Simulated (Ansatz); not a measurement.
The same atomization along the group O, S, Se.

Computed with Ansatz on PBE0-D4/def2-TZVP structures; ΔE is electronic, products minus reactants. CCSD(T)/CBS is the MP2 limit (def2-TZVPP, def2-QZVPP) plus CCSD(T) − MP2 in def2-TZVPP, frozen cores. This one scheme is used for every species, atoms too. Double bonds are as drawn, so ΔE can hold a change between cis and trans. Functionals use def2-TZVPP. No spin–orbit coupling; open shells (•) take unrestricted orbitals. Spin–orbit coupling would lower the free atoms: a little for C, O, S; clearly for Se. For Se outer-core shells are correlated without core-valence functions, so the limit isn't a true one: a few kJ/mol of doubt a bond, and 10 to 20 or more in all where bonds break to atoms. Scalar relativity is left out up to krypton. One conformer a species, not always the lowest.

| reaction | r2SCAN-D4 (eV) | B2PLYP (eV) | CCSD(T)/CBS(def2) (eV) |
| --- | --- | --- | --- |
| `C/N=C/O` → 2 C• + 5 H• + N• + O• | 36.72 | 36.41 | 36.63 |
| `C/N=C/S` → 2 C• + 5 H• + N• + S• | 34.51 | 34.12 | 34.35 |
| `C/N=C/[SeH]` → 2 C• + 5 H• + N• + Se• | 33.67 | 33.31 | 33.58 |

Largest T1 diagnostic: 0.013, for `C/N=C/O`.

For atomizations the MP2-based limit and the directly extrapolated one differ by several kJ/mol either way, and by 10 to 25 for some Ge, Se and Sn compounds, so smaller differences from it don't rank the levels.
